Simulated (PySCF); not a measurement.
C₃H₈Ge, SMILES [CH3][GeH2][CH]=C. Atoms are numbered in the order given.

```xyz
12

Ge     0.4268     0.5043     0.0000
C     -1.4278     1.1574     0.0000
C      0.4522    -1.4512     0.0000
C     -0.6590    -2.2106     0.0000
H      1.1842     1.0309    -1.2542
H      1.1842     1.0309     1.2542
H     -1.9639     0.7984     0.9002
H     -1.4433     2.2644     0.0000
H     -1.9639     0.7984    -0.9002
H      1.4376    -1.9528     0.0000
H     -1.6711    -1.7692     0.0000
H     -0.6146    -3.3140     0.0000
```
Charge 0, spin multiplicity 1.

Coordinates come from a PBE-D3(BJ)/def2-SVP optimisation. The structure was generated by enumeration, and PubChem lists no compound with its InChIKey, so it may never have been made. One conformer was computed; it need not be the lowest.

Computed with PBE-D3(BJ)/def2-SVP (PySCF).

Frequencies are harmonic and unscaled.

Computed harmonic wavenumbers and intensities:
```json
[
 {"mode": "1", "ν (cm⁻¹)": "90", "IR (km/mol)": "0.1", "moving atoms (share of kinetic energy)": "H 51 %, C 46 %"},
 {"mode": "2", "ν (cm⁻¹)": "137", "IR (km/mol)": "0.0", "moving atoms (share of kinetic energy)": "H 96 %"},
 {"mode": "3", "ν (cm⁻¹)": "147", "IR (km/mol)": "0.4", "moving atoms (share of kinetic energy)": "C 63 %, H 30 %"},
 {"mode": "4", "ν (cm⁻¹)": "308", "IR (km/mol)": "5.4", "moving atoms (share of kinetic energy)": "C 55 %, H 25 %, Ge 19 %"},
 {"mode": "5", "ν (cm⁻¹)": "368", "IR (km/mol)": "0.8", "moving atoms (share of kinetic energy)": "H 93 %"},
 {"mode": "6", "ν (cm⁻¹)": "480", "IR (km/mol)": "15.9", "moving atoms (share of kinetic energy)": "H 87 %, C 11 %"},
 {"mode": "7", "ν (cm⁻¹)": "556", "IR (km/mol)": "4.1", "moving atoms (share of kinetic energy)": "C 65 %, H 25 %, Ge 10 %"},
 {"mode": "8", "ν (cm⁻¹)": "593", "IR (km/mol)": "20.5", "moving atoms (share of kinetic energy)": "C 60 %, H 20 %, Ge 20 %"},
 {"mode": "9", "ν (cm⁻¹)": "663", "IR (km/mol)": "38.9", "moving atoms (share of kinetic energy)": "H 80 %, C 18 %"},
 {"mode": "10", "ν (cm⁻¹)": "676", "IR (km/mol)": "62.3", "moving atoms (share of kinetic energy)": "H 88 %, C 9 %"},
 {"mode": "11", "ν (cm⁻¹)": "809", "IR (km/mol)": "110.8", "moving atoms (share of kinetic energy)": "H 83 %, C 15 %"},
 {"mode": "12", "ν (cm⁻¹)": "828", "IR (km/mol)": "21.3", "moving atoms (share of kinetic energy)": "H 81 %, C 17 %"},
 {"mode": "13", "ν (cm⁻¹)": "856", "IR (km/mol)": "55.9", "moving atoms (share of kinetic energy)": "H 98 %"},
 {"mode": "14", "ν (cm⁻¹)": "930", "IR (km/mol)": "27.6", "moving atoms (share of kinetic energy)": "H 72 %, C 28 %"},
 {"mode": "15", "ν (cm⁻¹)": "972", "IR (km/mol)": "5.8", "moving atoms (share of kinetic energy)": "H 84 %, C 16 %"},
 {"mode": "16", "ν (cm⁻¹)": "1001", "IR (km/mol)": "10.8", "moving atoms (share of kinetic energy)": "H 93 %"},
 {"mode": "17", "ν (cm⁻¹)": "1203", "IR (km/mol)": "5.2", "moving atoms (share of kinetic energy)": "H 81 %, C 19 %"},
 {"mode": "18", "ν (cm⁻¹)": "1224", "IR (km/mol)": "4.7", "moving atoms (share of kinetic energy)": "H 74 %, C 26 %"},
 {"mode": "19", "ν (cm⁻¹)": "1367", "IR (km/mol)": "6.9", "moving atoms (share of kinetic energy)": "H 86 %, C 14 %"},
 {"mode": "20", "ν (cm⁻¹)": "1389", "IR (km/mol)": "4.0", "moving atoms (share of kinetic energy)": "H 96 %"},
 {"mode": "21", "ν (cm⁻¹)": "1391", "IR (km/mol)": "3.0", "moving atoms (share of kinetic energy)": "H 95 %"},
 {"mode": "22", "ν (cm⁻¹)": "1622", "IR (km/mol)": "0.7", "moving atoms (share of kinetic energy)": "C 87 %, H 13 %"},
 {"mode": "23", "ν (cm⁻¹)": "2055", "IR (km/mol)": "142.8", "moving atoms (share of kinetic energy)": "H 98 %"},
 {"mode": "24", "ν (cm⁻¹)": "2056", "IR (km/mol)": "128.8", "moving atoms (share of kinetic energy)": "H 99 %"},
 {"mode": "25", "ν (cm⁻¹)": "2987", "IR (km/mol)": "4.0", "moving atoms (share of kinetic energy)": "H 97 %"},
 {"mode": "26", "ν (cm⁻¹)": "3046", "IR (km/mol)": "13.5", "moving atoms (share of kinetic energy)": "H 95 %"},
 {"mode": "27", "ν (cm⁻¹)": "3072", "IR (km/mol)": "6.4", "moving atoms (share of kinetic energy)": "H 92 %, C 8 %"},
 {"mode": "28", "ν (cm⁻¹)": "3093", "IR (km/mol)": "3.3", "moving atoms (share of kinetic energy)": "H 91 %, C 9 %"},
 {"mode": "29", "ν (cm⁻¹)": "3095", "IR (km/mol)": "3.1", "moving atoms (share of kinetic energy)": "H 91 %, C 9 %"},
 {"mode": "30", "ν (cm⁻¹)": "3136", "IR (km/mol)": "11.0", "moving atoms (share of kinetic energy)": "H 89 %, C 11 %"}
]
```
